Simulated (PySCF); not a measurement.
## ZnN⁺: frontier orbitals

TPSSh at R = 1.919 Å; Zn 6-31G(d,p), N 6-31G(d,p); no relativity (PySCF 2.14). State: ³Σ⁻ (triplet), unpaired electrons π ↑↑. Only the outer orbitals are listed, counted within each symmetry.

```json
{"spin": "α", "orbital": "8σ", "occ.": "1", "ε (eV)": "-19.71", "on Zn (%)": "92", "main shells (%)": "91 Zn d"}
{"spin": "α", "orbital": "3π", "occ.": "1", "ε (eV)": "-19.69", "on Zn (%)": "97", "main shells (%)": "97 Zn d"}
{"spin": "α", "orbital": "3π", "occ.": "1", "ε (eV)": "-19.69", "on Zn (%)": "97", "main shells (%)": "97 Zn d"}
{"spin": "α", "orbital": "1δ", "occ.": "1", "ε (eV)": "-19.49", "on Zn (%)": "100", "main shells (%)": "100 Zn d"}
{"spin": "α", "orbital": "1δ", "occ.": "1", "ε (eV)": "-19.49", "on Zn (%)": "100", "main shells (%)": "100 Zn d"}
{"spin": "α", "orbital": "9σ", "occ.": "1", "ε (eV)": "-15.26", "on Zn (%)": "35", "main shells (%)": "61 N p, 29 Zn s"}
{"spin": "α", "orbital": "4π", "occ.": "1", "ε (eV)": "-15.14", "on Zn (%)": "6", "main shells (%)": "94 N p"}
{"spin": "α", "orbital": "4π", "occ.": "1", "ε (eV)": "-15.14", "on Zn (%)": "6", "main shells (%)": "94 N p"}
{"spin": "α", "orbital": "10σ", "occ.": "0", "ε (eV)": "-10.78", "on Zn (%)": "82", "main shells (%)": "64 Zn s, 18 N p, 17 Zn p"}
{"spin": "α", "orbital": "5π", "occ.": "0", "ε (eV)": "-6.33", "on Zn (%)": "98", "main shells (%)": "98 Zn p"}
{"spin": "α", "orbital": "5π", "occ.": "0", "ε (eV)": "-6.33", "on Zn (%)": "98", "main shells (%)": "98 Zn p"}
{"spin": "β", "orbital": "7σ", "occ.": "1", "ε (eV)": "-24.24", "on Zn (%)": "12", "main shells (%)": "85 N s"}
{"spin": "β", "orbital": "3π", "occ.": "1", "ε (eV)": "-19.62", "on Zn (%)": "99", "main shells (%)": "99 Zn d"}
{"spin": "β", "orbital": "3π", "occ.": "1", "ε (eV)": "-19.62", "on Zn (%)": "99", "main shells (%)": "99 Zn d"}
{"spin": "β", "orbital": "1δ", "occ.": "1", "ε (eV)": "-19.52", "on Zn (%)": "100", "main shells (%)": "100 Zn d"}
{"spin": "β", "orbital": "1δ", "occ.": "1", "ε (eV)": "-19.52", "on Zn (%)": "100", "main shells (%)": "100 Zn d"}
{"spin": "β", "orbital": "8σ", "occ.": "1", "ε (eV)": "-19.45", "on Zn (%)": "92", "main shells (%)": "89 Zn d"}
{"spin": "β", "orbital": "9σ", "occ.": "1", "ε (eV)": "-14.05", "on Zn (%)": "54", "main shells (%)": "52 Zn s, 39 N p"}
{"spin": "β", "orbital": "10σ", "occ.": "0", "ε (eV)": "-10.36", "on Zn (%)": "63", "main shells (%)": "37 Zn s, 37 N p, 24 Zn p"}
{"spin": "β", "orbital": "4π", "occ.": "0", "ε (eV)": "-9.67", "on Zn (%)": "23", "main shells (%)": "77 N p, 22 Zn p"}
{"spin": "β", "orbital": "4π", "occ.": "0", "ε (eV)": "-9.67", "on Zn (%)": "23", "main shells (%)": "77 N p, 22 Zn p"}
```

Q: Which are the highest filled and the lowest empty level, where do they sit, and how wide is the gap?

A: Highest filled β 9σ at -14.05 eV (in %: 52 Zn s, 39 N p); lowest empty α 10σ at -10.78 eV (in %: 64 Zn s, 18 N p, 17 Zn p); the gap at TPSSh is 3.27 eV.

```json
{
 "bond order (Mayer)": "1.13",
 "⟨S²⟩": "2.078",
 "charge on Zn (Mulliken, basis-dependent)": "1.07",
 "charge on Zn (Löwdin, basis-dependent)": "0.96",
 "dipole moment (positive dipole points towards N; it is taken about the centre of mass and depends on that origin)": "-3.06 D"
}
```

The state was picked by a PBE0 search and need not be the measured ground state.
